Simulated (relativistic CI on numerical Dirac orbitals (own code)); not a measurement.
## Cubic crystal-field splitting of Tm²⁺ by operator equivalents

Problem. Tm²⁺ (4f13) sits in a cubic field with the Wybourne parameters B⁴₀ = -930 and B⁶₀ = -520 cm⁻¹. Find the levels of its ground J multiplet, neglecting the mixing with the other J.

Working.
1. One f hole has the ground level ²F7/2 with g_J = 8/7 and the Stevens factors β = −2/1155 and γ = 4/27027.
2. Stevens form: B₄ = β B⁴₀/8 = 0.2013 and B₆ = γ B⁶₀/16 = -0.00481 cm⁻¹, in H = B₄(O₄⁰ + 5O₄⁴) + B₆(O₆⁰ − 21O₆⁴).
3. For J = 7/2 the eigenvalues are E(Γ6) = 840B₄ − 25200B₆ = 290.3, E(Γ7) = −1080B₄ − 15120B₆ = -144.7 and E(Γ8) = 120B₄ + 20160B₆ = -72.8 cm⁻¹.
4. Order and energies above the lowest: Γ7 0.0, Γ8 71.9, Γ6 435.0 cm⁻¹. A Γ7 ground doublet has the isotropic |g| = 3.429.

Check. Diagonalising spin-orbit coupling (free-ion gap 8832 cm⁻¹, from a Dirac-Coulomb-Breit calculation) and field together in all 14 states gives Γ7 0.0, Γ8 65.2, Γ6 436.4 cm⁻¹, with |g| = 3.412. The other multiplet starts at 8802 cm⁻¹; the differences from the hand values come from J mixing and grow with the ratio of the field to that gap.
